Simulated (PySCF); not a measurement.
Compound: C2H7NOSi.
Atom-mapped SMILES: `[CH2:1]=[CH:2][O:3][SiH2:4][NH2:5]` (hydrogens: H6, H7 on C1; H8 on C2; H9, H10 on Si4; H11, H12 on N5)

Geometry (PBE0-D3(BJ)/def2-SVP, Å), atoms numbered from 1 in this order:
```xyz
12
C2H7NOSi angstrom
C      1.8029    0.5804   -0.0518
C      1.4623   -0.6002    0.4756
O      0.2538   -1.1865    0.4559
Si    -1.1290   -0.6925   -0.3857
N     -1.8581    0.7709    0.1296
H      2.8327    0.9287    0.0355
H      1.0927    1.2242   -0.5763
H      2.2040   -1.2132    1.0016
H     -0.7507   -0.5253   -1.8168
H     -2.0652   -1.8142   -0.1318
H     -1.4981    1.6689   -0.1709
H     -2.3083    0.8395    1.0349
```

Jobs on this species (12 atoms, 48 electrons) with PySCF (density fitting). Hardware of each: Arm Neoverse N1, one thread, shared host. Other jobs ran on the host; a repeat could differ by tens of per cent or more. Peak memory is the resident size of the whole Python process, interpreter and libraries included.

```
                                                                 level and settings                                                          work  basis functions  SCF cycles  wall time  peak memory
    delta-SCF UKS SCAN, pcX-1 on the ionised atom, pcseg-1 elsewhere, spin-free X2C                                 ΔSCF core ionisation, 6 holes              131           ?          ?            ?
     delta-SCF UKS PBE, pcX-2 on the ionised atom, pcseg-1 elsewhere, spin-free X2C                                 ΔSCF core ionisation, 6 holes              151         102       32 s     0.56 GiB
 delta-SCF UKS SCAN, pcX-2 on the ionised atom, pcseg-1 elsewhere, non-relativistic                                 ΔSCF core ionisation, 6 holes              151         100       46 s     0.56 GiB
      delta-SCF UKS HF, pcX-2 on the ionised atom, pcseg-1 elsewhere, spin-free X2C                                 ΔSCF core ionisation, 6 holes              151          98       35 s     0.56 GiB
                                                 PBE0-D3(BJ)/def2-SVP, grid level 1  geometry optimisation from a GFN2-xTB start shaken at random              109         145    1.9 min     0.45 GiB
   delta-SCF UKS B3LYP, pcX-2 on the ionised atom, pcseg-1 elsewhere, spin-free X2C                                 ΔSCF core ionisation, 6 holes              151          93       55 s     0.56 GiB
    delta-SCF UKS PBE0, pcX-2 on the ionised atom, pcseg-1 elsewhere, spin-free X2C                                 ΔSCF core ionisation, 6 holes              151          89       52 s     0.56 GiB
delta-SCF UKS SCAN, def2-TZVP on the ionised atom, pcseg-1 elsewhere, spin-free X2C                                 ΔSCF core ionisation, 6 holes              128         100       44 s     0.56 GiB
    delta-SCF UKS SCAN, pcX-2 on the ionised atom, pcseg-1 elsewhere, spin-free X2C                                 ΔSCF core ionisation, 6 holes              151         101       49 s     0.48 GiB
```

Question: Fill in the missing figures.

Answer: 
- delta-SCF UKS SCAN, pcX-1 on the ionised atom, pcseg-1 elsewhere, spin-free X2C; ΔSCF core ionisation, 6 holes: 39 s, 0.56 GiB, 99 SCF cycles

Question: What do all jobs in the table cost together?

Answer: About 7.8 min; the longest takes about 24 % of that, and about 3.6 times as long as the shortest.
